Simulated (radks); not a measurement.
The numbers below are computed, except where a source is named.
Initial-state core-level shifts of the terbium ion Tb+ when its valence configuration changes from [Xe] 4f9 6s1. Level of theory: Dirac Kohn-Sham, LDA (Slater exchange, Perdew-Wang correlation), spin-unpolarised, spherical densities, finite nucleus; open shells are shared between the two j in proportion to 2j + 1; Fermi nuclear charge, rms radius 5.06 fm (a radial shooting solver on a logarithmic mesh with Libxc functionals). Shifts are changes of the shell-averaged eigenvalues in eV (positive: less bound); the change of the density at the nucleus, which sets a Mossbauer isomer shift, is in e/bohr^3, on a base of 6.839e+05.

4f8 6s2: 2p -9.184; 3s -10.046; 3p -10.027; 4p -9.529; density at nucleus +81.87
4f9 6s0.5 6p0.5: 2p -0.652; 3s -0.643; 3p -0.643; 4p -0.650; density at nucleus -16.85
4f10: 2p +6.378; 3s +6.924; 3p +6.912; 4p +6.731; density at nucleus -55.08
4f8.5 6s1 6p0.5: 2p -4.977; 3s -5.366; 3p -5.358; 4p -5.159; density at nucleus +19.61
4f8.5 6s1.5: 2p -4.323; 3s -4.718; 3p -4.709; 4p -4.506; density at nucleus +37.56
4f9 5d1: 2p +1.646; 3s +1.598; 3p +1.598; 4p +1.634; density at nucleus -36.03
4f8 5d1 6s1: 2p -6.870; 3s -7.787; 3p -7.767; 4p -7.252; density at nucleus +33.38
4f9 6p1: 2p -1.290; 3s -1.272; 3p -1.272; 4p -1.286; density at nucleus -34.23
4f8 6s1 6p1: 2p -10.468; 3s -11.322; 3p -11.303; 4p -10.812; density at nucleus +42.73
